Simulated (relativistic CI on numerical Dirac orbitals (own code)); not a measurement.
**Yb XXII: q coefficients and field-shift factors**

Calculated at this level of theory: Dirac-Coulomb-Breit CI, orbitals from a KLI potential per configuration, derivatives by finite differences, unscaled Slater integrals, QED left out (own radial code, finite nucleus).

Configurations in the expansion (outside the closed core [Kr] 4d10): 4f3, 4f2.5s, 4f.5s2, 4f2.5p, 4f.5s.5p, 4f.5p2, 4f.5s.5d, 4f2.5d. Levels of other configurations are missing.

With x = (α/α₀)² − 1 an excitation energy changes as ω = ω₀ + qx; K = 2q/ω₀ is the relative enhancement. Terms are leading LS components, so labels can repeat. The field-shift factor is F = δν/δ⟨r²⟩ for the transition from the lowest level.

Lowest level 4f3 4I°_9/2.

| Level | ω₀ (cm⁻¹) | q (cm⁻¹) | K | F (GHz/fm²) |
| --- | --- | --- | --- | --- |
| 4f3 4I°_11/2 | 11890.3 | 13060 | 2.2 | 0.496 |
| 4f3 4I°_13/2 | 23008.9 | 23010 | 2 | 0.892 |
| 4f3 4I°_15/2 | 33356.7 | 30550 | 1.83 | 1.21 |
| 4f3 4F°_3/2 | 33749.4 | 2447 | 0.145 | 0.333 |
| 4f3 2H°_9/2 | 36641.1 | 9074 | 0.495 | 0.566 |
| 4f3 4F°_5/2 | 41437.1 | 12250 | 0.591 | 0.697 |
| 4f3 4S°_3/2 | 44832.6 | 14070 | 0.628 | 0.775 |
| 4f3 4F°_7/2 | 45263.1 | 14380 | 0.635 | 0.796 |
| 4f3 4G°_5/2 | 51287.6 | 6495 | 0.253 | 0.6 |
| 4f3 4F°_9/2 | 53567.3 | 25460 | 0.951 | 1.2 |
| 4f3 4G°_7/2 | 54981.0 | 16980 | 0.618 | 0.949 |
| 4f3 2H°_11/2 | 55148.9 | 25510 | 0.925 | 1.22 |
| 4f3 2K°_13/2 | 57710.8 | 16610 | 0.576 | 0.967 |

At this charge energies of transitions that change n are usually good to better than 1 %, and those within a shell (Δn = 0) to a few per cent. Terms inside the open d or f shell come out 10 to 20 % too wide with unscaled integrals.
